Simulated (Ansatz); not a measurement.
Constitutional and geometric isomers with formula H5B2N. Gas-phase values, no solvent. One relaxed conformer stands for each flexible species; it need not be the lowest. Strings in code marks are SMILES.

Quantity: electronic energy of isomers of H5B2N relative to `BNB`, in kcal/mol.

Case: `BBN`. Geometry of `BBN` (neutral, multiplicity 1, Å):

```xyz
8

B     -1.4042    -0.0606     0.0002
B      0.2184    -0.4244    -0.0143
N      1.3009     0.4449    -0.1379
H     -2.0700    -0.0729    -0.9944
H     -2.0058     0.1334     1.0167
H      0.4881    -1.5948     0.0971
H      2.2578     0.1316    -0.1364
H      1.2148     1.4427    -0.2369
```

### Question
What electronic energy of isomers of H5B2N relative to `BNB` does frozen-core CCSD(T)/cc-pVQZ // B3LYP-D3(BJ)/def2-TZVP (Ansatz, a quantum-chemistry and plane-wave program) give?

### Answer
31.0 kcal/mol.
